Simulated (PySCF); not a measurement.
## La²⁺: ionisation energy

La²⁺ [Xe] 5d1 (2D) → La³⁺ [Xe] (1S), as a difference of total energies. All numbers are calculated (PySCF 2.14, the spin-free X2C one-electron Hamiltonian (Gaussian nucleus), in x2c-QZVPPall). The calculations carry no spin-orbit coupling.

```tsv
method	ionisation energy (eV)	difference from reference (eV)
UHF	18.218	-0.959
B3LYP	19.260	+0.083
TPSS	19.247	+0.070
```

Reference: 19.177 eV (measured; NIST Atomic Spectra Database, ionization energies).

The reference lies between the lowest fine-structure levels, while these numbers refer to the centres of the terms.
